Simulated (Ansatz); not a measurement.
C2H6O3Si (`O=CC(O)[SiH2]O`), relaxed with RKS PBE0-D4/def2-TZVP in Ansatz from a PBE-D4/def2-SVP geometry. The force threshold is 0.005 eV/Å; the program also tests the step.

Charge 0, multiplicity 1.

Start:

```xyz
12

O     0.182   -2.308   -0.908
C    -0.616   -1.566   -0.345
C    -0.130   -0.450    0.513
O     1.275   -0.530    0.694
Si   -0.346    1.286   -0.337
O     0.712    2.265    0.516
H    -1.729   -1.673   -0.479
H    -0.679   -0.440    1.485
H     1.531   -1.278    0.096
H     0.029    1.104   -1.783
H    -1.726    1.860   -0.213
H     1.497    1.729    0.760
```

Q: By how much does the energy fall, and how many steps does the optimiser take? (Estimate.)

A: Computed: 8.99 kJ/mol, in 15 steps, 2 of them rejected.

Q: Which bonds change most? (Best estimate.)

A: Ansatz gave: Si5–O6 from 1.675 to 1.638 Å; C3–Si5 from 1.945 to 1.915 Å; O4–H9 from 0.992 to 0.972 Å; C2–H7 from 1.127 to 1.107 Å.

Q: Give the relaxed structure. (An estimate is asked.)

A: The calculation gave: 
```xyz
12

O     0.047   -2.359   -0.901
C    -0.658   -1.556   -0.339
C    -0.089   -0.467    0.481
O     1.305   -0.606    0.629
Si   -0.308    1.257   -0.323
O     0.593    2.304    0.559
H    -1.761   -1.588   -0.431
H    -0.593   -0.458    1.459
H     1.540   -1.377    0.085
H     0.162    1.133   -1.728
H    -1.711    1.731   -0.272
H     1.473    1.987    0.780
```
